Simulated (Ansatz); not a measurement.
The same hydrogenolysis along the group F, Cl, Br.

Isolated molecules relaxed with PBE0-D4/def2-TZVP in Ansatz; ΔE leaves out vibrations. CCSD(T)/CBS is the MP2 limit (def2-TZVPP, def2-QZVPP) plus CCSD(T) − MP2 in def2-TZVPP, frozen cores. This one scheme is used for every species. Functionals use def2-TZVPP. Elements past krypton have def2 core potentials. For Br, In outer-core shells are correlated without core-valence functions, which leaves a few kJ/mol of doubt a bond. Scalar relativity is left out up to krypton.

```tsv
reaction	CCSD(T)/CBS(def2) (kJ/mol)
`[F][InH][F]` + H₂ → `[F][InH2]` + H–F	39
`[Cl][InH][Cl]` + H₂ → `[Cl][InH2]` + HCl	100
`[Br][InH][Br]` + H₂ → `[Br][InH2]` + HBr	?
```

Fill in the missing values. (An estimate is asked.)

Computed: `[Br][InH][Br]` + H₂ → `[Br][InH2]` + HBr: +120.6 kJ/mol.

Largest T1 diagnostic: 0.017, for `[F][InH][F]`.
